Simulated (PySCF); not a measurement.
**ClWN + 3 HCl → H₃WN + 2 Cl₂**

Level: PBE0 in the def2-TZVP basis family, computed in PySCF with density fitting; scalar-relativistic core potentials for atoms from Rb on, none lighter, no spin–orbit coupling; open shells unrestricted.

```
species                                                               state and structure      E (Eh)  ZPE (kJ/mol)  H(298 K) − H(0) (kJ/mol)  S° (J/(mol K))
   ClWN                             triplet, Cs, W–Cl 2.270 Å, W–N 1.655 Å; Cl–W–N 108.7°  -581.83608          10.5                      12.2           304.3
    HCl                                                        singlet, C∞v, H–Cl 1.279 Å  -460.66440          17.9                       8.7           186.6
   H₃WN  singlet, C3v, W–H 1.715 Å (×3), W–N 1.649 Å; H–W–H 118.0° (×3), H–W–N 98.2° (×3)  -123.52927          65.7                      11.2           259.6
    Cl₂                                                       singlet, D∞h, Cl–Cl 1.982 Å  -920.08940           3.5                       9.1           222.5
```

**Question.** What is the electronic reaction energy?

**Answer.** At PBE0/def2-TZVP, ΔE = 318.2 kJ/mol from the differences of the total energies times 2625.5, uphill. 

**Question.** Add zero-point, thermal and entropy terms for 298.15 K and 1 bar.

**Answer.** ΔZPE = 8.5 and Δ[H(298) − H(0)] = -8.9 kJ/mol give ΔH° = 317.8 kJ/mol. ΔS° = -159.5 J/(mol K), so ΔG° = 317.8 − 298.15 × (-0.1595) = 365 kJ/mol.

Spin–orbit coupling can matter for ClWN, H₃WN and is left out. Open d or f shells are single determinants, so the state found may not be the ground state. Only the bonding shown was studied: isomers, or loss of a ligand pair, can lie lower.
